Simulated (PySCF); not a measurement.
## Levels of Mn(12+) from EOM-EA-GCCSD

Reference: closed-shell Mn(13+), [Ne] 3s2; one electron is added. Calculated with PySCF 2.14, two-component X2C-1e with screened spin-orbit coupling, an even-tempered Gaussian basis (19 s from 0.32 bohr⁻², ratio 2.6; 13 p from 0.41 bohr⁻², ratio 2.6; 7 d from 0.42 bohr⁻², ratio 2.8; 4 f from 7.5 bohr⁻², ratio 2.8); frozen 1s2; the 50 highest virtual spinors dropped; of the others 56 kept and the rest restored at second order. No Breit or QED terms. Binding energies in eV.

```csv
level,Koopmans,second order,EOM-CCSD
3p1/2,342.17,343.72,343.60
3p3/2,340.17,341.73,341.64
3d3/2,289.43,near a pole,287.94
3d5/2,289.20,near a pole,287.78
```

In EOM-CCSD the overlap with the one-orbital guess is low for 3d3/2 (weight 0.84), 3d5/2 (weight 0.71). That can mean mixing with two-particle, one-hole states, where second order and EOM-CCSD lose accuracy, or only a rotation among the degenerate components of the shell; the terms of those configurations are not listed.

For comparison, the ionisation energy of Mn(12+) is 343.6 ± 0.7 eV (semi-empirical (NIST evaluation); NIST Atomic Spectra Database, ionization energies).

Only part of the computed levels is shown.
